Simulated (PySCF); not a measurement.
Simulated absorption spectrum

Compound: C₂H₁₁NOSi₂.
Bonds: C1–O2, O2–C3, C3–Si4, Si4–Si5, Si5–N6. Hydrogens: H7, H8, H9 on C1; H10, H11 on C3; H12, H13 on Si4; H14, H15 on Si5; H16, H17 on N6.

Level of theory: TDDFT B3LYP/def2-SVPD, vertical, gas phase, core orbitals frozen in the response (PySCF). One conformer (not necessarily the lowest) at the GFN2-xTB geometry, without solvent, vibrations or thermal averaging. Torsions of this conformer, `[CH3:1][O:2][CH2:3][SiH2:4][SiH2:5][NH2:6]`: C1–O2–C3–Si4 180°, O2–C3–Si4–Si5 43°, C3–Si4–Si5–N6 171°, H–N6–Si5–Si4 50°, H–N6–Si5–Si4 -173°.

Computed states:

```
state  E (eV)       f
   S1    5.42  0.0039
   S2    6.09  0.0052
   S3    6.40  0.0053
   S4    6.60   0.013
   S5    6.76   0.046
   S6    6.81   0.032
   S7    6.86   0.016
   S8    6.98  0.0049
```

Each state is given a Gaussian of 0.5 eV full width at half maximum, with ε(max) = 2.175×10⁸ f / Δν̃ (Δν̃ the width in cm⁻¹). The width is an assumption, not a result. The curve ends short of the highest state used, and states not computed would add to its high-energy end.

Problem. What does the envelope look like, and where are its maxima?

Solution. 
```json
{"λ (nm)": "194.2", "ε (L mol⁻¹ cm⁻¹)": "1664"}
{"λ (nm)": "195.8", "ε (L mol⁻¹ cm⁻¹)": "1258"}
{"λ (nm)": "197.5", "ε (L mol⁻¹ cm⁻¹)": "948"}
{"λ (nm)": "199.2", "ε (L mol⁻¹ cm⁻¹)": "735"}
{"λ (nm)": "200.8", "ε (L mol⁻¹ cm⁻¹)": "598"}
{"λ (nm)": "202.5", "ε (L mol⁻¹ cm⁻¹)": "494"}
{"λ (nm)": "204.2", "ε (L mol⁻¹ cm⁻¹)": "416"}
{"λ (nm)": "205.8", "ε (L mol⁻¹ cm⁻¹)": "355"}
{"λ (nm)": "207.5", "ε (L mol⁻¹ cm⁻¹)": "299"}
{"λ (nm)": "209.2", "ε (L mol⁻¹ cm⁻¹)": "249"}
{"λ (nm)": "210.8", "ε (L mol⁻¹ cm⁻¹)": "209"}
{"λ (nm)": "212.5", "ε (L mol⁻¹ cm⁻¹)": "175"}
{"λ (nm)": "214.2", "ε (L mol⁻¹ cm⁻¹)": "152"}
{"λ (nm)": "215.8", "ε (L mol⁻¹ cm⁻¹)": "140"}
{"λ (nm)": "217.5", "ε (L mol⁻¹ cm⁻¹)": "138"}
{"λ (nm)": "219.1", "ε (L mol⁻¹ cm⁻¹)": "144"}
{"λ (nm)": "220.8", "ε (L mol⁻¹ cm⁻¹)": "157"}
{"λ (nm)": "222.5", "ε (L mol⁻¹ cm⁻¹)": "173"}
{"λ (nm)": "224.1", "ε (L mol⁻¹ cm⁻¹)": "188"}
{"λ (nm)": "225.8", "ε (L mol⁻¹ cm⁻¹)": "201"}
{"λ (nm)": "227.5", "ε (L mol⁻¹ cm⁻¹)": "208"}
{"λ (nm)": "229.1", "ε (L mol⁻¹ cm⁻¹)": "210"}
{"λ (nm)": "230.8", "ε (L mol⁻¹ cm⁻¹)": "205"}
{"λ (nm)": "232.5", "ε (L mol⁻¹ cm⁻¹)": "193"}
{"λ (nm)": "234.1", "ε (L mol⁻¹ cm⁻¹)": "178"}
{"λ (nm)": "235.8", "ε (L mol⁻¹ cm⁻¹)": "158"}
{"λ (nm)": "237.5", "ε (L mol⁻¹ cm⁻¹)": "137"}
{"λ (nm)": "239.1", "ε (L mol⁻¹ cm⁻¹)": "116"}
{"λ (nm)": "240.8", "ε (L mol⁻¹ cm⁻¹)": "95"}
{"λ (nm)": "242.4", "ε (L mol⁻¹ cm⁻¹)": "76"}
{"λ (nm)": "244.1", "ε (L mol⁻¹ cm⁻¹)": "59"}
{"λ (nm)": "245.8", "ε (L mol⁻¹ cm⁻¹)": "45"}
{"λ (nm)": "247.4", "ε (L mol⁻¹ cm⁻¹)": "34"}
{"λ (nm)": "249.1", "ε (L mol⁻¹ cm⁻¹)": "25"}
{"λ (nm)": "250.8", "ε (L mol⁻¹ cm⁻¹)": "18"}
{"λ (nm)": "252.4", "ε (L mol⁻¹ cm⁻¹)": "13"}
{"λ (nm)": "254.1", "ε (L mol⁻¹ cm⁻¹)": "9"}
{"λ (nm)": "255.8", "ε (L mol⁻¹ cm⁻¹)": "6"}
{"λ (nm)": "257.4", "ε (L mol⁻¹ cm⁻¹)": "4"}
{"λ (nm)": "259.1", "ε (L mol⁻¹ cm⁻¹)": "3"}
{"λ (nm)": "260.8", "ε (L mol⁻¹ cm⁻¹)": "2"}
{"λ (nm)": "262.4", "ε (L mol⁻¹ cm⁻¹)": "1"}
{"λ (nm)": "264.1", "ε (L mol⁻¹ cm⁻¹)": "1"}
{"λ (nm)": "265.7", "ε (L mol⁻¹ cm⁻¹)": "0"}
```

Maxima: 229 nm (5.42 eV), ε about 210, made up of S1 (99%) (ε in L mol⁻¹ cm⁻¹; maxima over ε = 5, shares over 10%). At its high-energy end, 6.38 eV, the curve is still rising (ε about 1600, from S3, S4, S5 and S6).

Problem. What would ε be at 5.42 eV, the highest of these maxima, with half the width (0.25 eV)?

Solution. About 416 L mol⁻¹ cm⁻¹ against 210, a factor of about 1.98; a lone state at its own centre would give exactly 2.

Problem. Coming from long wavelengths, where does ε first pass 100 L mol⁻¹ cm⁻¹?

Solution. At about 240 nm (5.16 eV), 0.26 eV below S1.

Problem. On this curve, what absorbance would a 10⁻⁵ mol/L sample give at 254 nm over a 1 cm path?

Solution. 254 nm is 4.881 eV, where ε is about 8.8 L mol⁻¹ cm⁻¹, so A = ε c l ≈ 8.8e-05 (Beer–Lambert, with the gas-phase spectrum and the assumed width).

On one thread, Arm Neoverse N1 (shared host), this took 72 s of wall time.
